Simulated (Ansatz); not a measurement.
CH5FOSSi can be A, `OC(F)S[SiH3]`, or B, `O[SiH](S)CF`.

Isolated molecules relaxed with PBE0-D4/def2-TZVP in Ansatz; ΔE leaves out vibrations. CCSD(T)/CBS is the MP2 limit (def2-TZVPP, def2-QZVPP) plus CCSD(T) − MP2 in def2-TZVPP, frozen cores. DFT in def2-TZVPP. One conformer a species, not always the lowest.

(1) Which is lower in electronic energy at CCSD(T)/CBS, and by how much? (An estimate is asked.)

(2) Give E(B) − E(A) in kcal/mol with r2SCAN-D4, ωB97M-V, HF/def2-TZVPP, LDA (SPW92), PBE0-D4, BLYP-D4, PBE-D4. (An estimate is asked.)

(3) Does the order hold for the free energy at 298.15 K (harmonic terms from PBE0-D4)? (Estimate.)

Largest T1 diagnostic: 0.012.

Results:

(1) Computed: B, by 41.5 kcal/mol.

(2) Ansatz gave: r2SCAN-D4 -39.3, ωB97M-V -40.5, HF/def2-TZVPP -41.8, LDA (SPW92) -35.4, PBE0-D4 -38.5, BLYP-D4 -39.0, PBE-D4 -36.8. None reverses the order clearly.

(3) Ansatz gave: Yes: G(B) − G(A) = -41.4 kcal/mol, for one conformer each. Modes under 60 cm⁻¹, often nearly free rotors, make the harmonic entropy too high.

From r2SCAN to r2SCAN0 (25 % exact exchange), in def2-TZVPP and without D4, E(B) − E(A) moves by −0.9 kcal/mol. Leaving LDA and LC-ωPBE aside and taking each functional with its dispersion term where it has one, the values, not all of them listed here, spread over 5.6 kcal/mol, from BHLYP-D4 to revPBE-D4. LDA lies +1.4 kcal/mol from PBE without D4.
